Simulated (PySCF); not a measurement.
**Energy of Ti (titanium, neutral) between two integer charges**

The 4s beta orbital of [Ar] 3d2 4s2 is emptied in steps (occupation f), with all orbitals relaxed, ending at [Ar] 3d2 4s1. All numbers are calculated (PySCF 2.14, the non-relativistic Hamiltonian (point nucleus), in def2-TZVP). The exact energy is a straight line in f; departures are measured from the line between the end points of the same method.

| f | BHandHLYP (eV) | CAM-B3LYP (eV) |
| --- | --- | --- |
| 1 | 0.000 | 0.000 |
| 0.8 | -0.223 | -0.174 |
| 0.6 | -0.340 | -0.268 |
| 0.4 | -0.347 | -0.276 |
| 0.2 | -0.237 | -0.191 |
| 0 | 0.000 | 0.000 |

```csv
method,E(f=0) − E(f=1) (eV),−ε at f=1 (eV),−ε at f=0.4 (eV)
BHandHLYP,6.614,5.242,6.865
CAM-B3LYP,6.770,5.704,6.954
```

Orbital energy along the path (eV):

```json
{"f": "1", "BHandHLYP": "-5.242", "CAM-B3LYP": "-5.704"}
{"f": "0.8", "BHandHLYP": "-5.759", "CAM-B3LYP": "-6.098"}
{"f": "0.6", "BHandHLYP": "-6.298", "CAM-B3LYP": "-6.512"}
{"f": "0.4", "BHandHLYP": "-6.865", "CAM-B3LYP": "-6.954"}
{"f": "0.2", "BHandHLYP": "-7.476", "CAM-B3LYP": "-7.444"}
{"f": "0", "BHandHLYP": "-8.064", "CAM-B3LYP": "-8.019"}
```

Reference removal energy between the ground levels: 6.828 eV (measured; NIST Atomic Spectra Database, ionization energies). The calculation has no spin-orbit coupling.
